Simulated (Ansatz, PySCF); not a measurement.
RbCl, SMILES [Rb][Cl]. Atoms are numbered in the order given.

```xyz
2

Rb     0.0000     0.0000    -0.9335
Cl     0.0000     0.0000     1.9419
```
Charge 0, spin multiplicity 1.

The structure is a stationary point at B3LYP-D3(BJ)/def2-TZVPD. The def2 effective core potentials stand for the cores of Rb; spin–orbit coupling is left out.

Two levels are set side by side: PBE-D3(BJ)/def2-TZVPD (Ansatz, a first-principles code) and B3LYP-D3(BJ)/def2-TZVPD (Ansatz). Each level has its own optimised geometry; the coordinates shown are those of the second. Frequencies come from the Hessian of PySCF at each geometry. Differences are taken from unrounded values.

```json
[
 {"quantity": "bond Rb1–Cl2 (Å)", "B3LYP-D3(BJ)": "2.875"},
 {"quantity": "highest harmonic wavenumber (cm⁻¹)", "B3LYP-D3(BJ)": "219"},
 {"quantity": "mean harmonic wavenumber (cm⁻¹)", "B3LYP-D3(BJ)": "219"},
 {"quantity": "zero-point energy (kcal/mol)", "B3LYP-D3(BJ)": "0.31"}
]
```

**Question.** What does PBE-D3(BJ) give, and how far is it from B3LYP-D3(BJ)? (The exact figures need the calculation; the answer reports its results.)

**Answer.** 
| quantity | PBE-D3(BJ) | PBE-D3(BJ) minus B3LYP-D3(BJ) |
|---|---|---|
| bond Rb1–Cl2 (Å) | 2.860 | -0.015 |
| highest harmonic wavenumber (cm⁻¹) | 219 | 0 |
| mean harmonic wavenumber (cm⁻¹) | 219 | 0 |
| zero-point energy (kcal/mol) | 0.31 | 0.00 |

On these quantities the two levels nearly agree.
